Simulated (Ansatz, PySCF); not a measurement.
Spin states of O2Zr (SMILES [O]=[Zr]=[O]), each relaxed with B3LYP-D3(BJ)/def2-TZVP.
State 1 (charge 0, multiplicity 1):
| atom | x (Å) | y (Å) | z (Å) |
|---|---|---|---|
| Zr | 0.4045 | -0.3393 | 0.4050 |
| O | 0.8753 | 0.3670 | -1.1551 |
| O | -1.3130 | 0.0198 | 0.6799 |
State 2 (charge 0, multiplicity 3):
```xyz
3

Zr     0.4917    -0.3785     0.4297
O      0.8231     0.3732    -1.1381
O     -1.3480     0.0528     0.6382
```

Singlets are restricted, other states unrestricted; no spin–orbit coupling, no relativity up to Kr; see below for the cores. The largest T1 diagnostic is 0.044.

Correlated levels freeze the inner cores; with def2 sets outer-core shells near the valence are correlated too. CBS(a, b) extrapolates the correlation energy as X⁻³ and adds the Hartree–Fock energy of set b.

The values were computed with Ansatz (Gaussian basis) for Hartree–Fock, density functionals and correlated methods; PySCF for the dispersion terms. Each number belongs to the level named beside it. In def2 rows elements past Kr take small-core potentials, without spin–orbit coupling.

PBE/def2-TZVPP gives 1.915 eV for the energy of the multiplicity-3 state less that of the multiplicity-1 state.

How do the other levels lie against it? Give each less PBE: PBE-D3(BJ)/def2-TZVPP, r2SCAN/def2-TZVPP, PBE0/def2-TZVPP, wB97M-V/def2-TZVPP, B2PLYP/def2-TZVPP, CCSD(T)/CBS(def2-SVP, def2-TZVPP).

PBE-D3(BJ)/def2-TZVPP 0.000; r2SCAN/def2-TZVPP -0.087; PBE0/def2-TZVPP -0.018; wB97M-V/def2-TZVPP 0.159; B2PLYP/def2-TZVPP 0.254; CCSD(T)/CBS(def2-SVP, def2-TZVPP) 0.207 eV. 3 of 6 lie above PBE; the widest gap is to B2PLYP/def2-TZVPP.

Ansatz is an electronic-structure program.
